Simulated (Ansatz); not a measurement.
Species: CdBr2 (charge 0, singlet). 
Geometry from a B3LYP-D3(BJ)/def2-TZVP (Ansatz, an electronic-structure program) optimisation:
```
Cd
Br 1 2.4249
Br 1 2.4249 2 180.00
```
Charge 0, spin multiplicity 1.

Basis-set convergence of Hartree-Fock and CCSD correlation energies (hartree) with Ansatz. Valence correlation only, unless marked. No spin-orbit coupling. Frozen are the shells of the preceding noble gas and the d and f shells that filled before the atom's block. Past Kr the def2 sets carry scalar-relativistic core potentials.

```tsv
basis	functions	E(HF)	E(corr, CCSD)
def2-SVP	95	-5311.15787	-0.51910
def2-TZVPP	152	___	___
```

Question: Fill in the missing entries.

Answer: 
- def2-TZVPP, E(HF): -5311.82759
- def2-TZVPP, E(corr, CCSD): -0.74655
